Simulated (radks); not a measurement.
The ytterbium ion Yb2.75+, configuration [Kr] 4d10 4f14 5s1.25 5p6 (fractional occupations, a model configuration). All-electron calculation, Dirac Kohn-Sham, PBE, spin-unpolarised, spherical densities, finite nucleus; Fermi nuclear charge, rms radius 5.3108 fm. Program: a radial shooting solver on a logarithmic mesh with Libxc functionals.

Unscreened Slater integrals over Kohn-Sham orbitals (eV). Large and small components are both included.

F0(4f7/2,4f7/2): 33.364
F2(4f7/2,4f7/2): 15.457
F4(4f7/2,4f7/2): 9.6217
F6(4f7/2,4f7/2): 6.9011
F0(4f7/2,4f5/2): 33.695
F2(4f7/2,4f5/2): 15.630
F4(4f7/2,4f5/2): 9.7337
G2(4f7/2,4f5/2): 15.584
G4(4f7/2,4f5/2): 9.7065
G6(4f7/2,4f5/2): 6.9635
F0(4f7/2,5p3/2): 20.474
F2(4f7/2,5p3/2): 6.8260
G2(4f7/2,5p3/2): 3.6002
G4(4f7/2,5p3/2): 2.7485
F0(4f7/2,5p1/2): 21.751
G4(4f7/2,5p1/2): 3.2391
F0(4f5/2,4f5/2): 34.033
F2(4f5/2,4f5/2): 15.811
F4(4f5/2,4f5/2): 9.8508
F0(4f5/2,5p3/2): 20.554
F2(4f5/2,5p3/2): 6.7553
G2(4f5/2,5p3/2): 3.4841
G4(4f5/2,5p3/2): 2.6738
F0(4f5/2,5p1/2): 21.847
G2(4f5/2,5p1/2): 4.1763
F0(5p3/2,5p3/2): 17.015
F2(5p3/2,5p3/2): 9.1634
F0(5p3/2,5p1/2): 17.623
G2(5p3/2,5p1/2): 9.3458
F0(5p1/2,5p1/2): 18.325
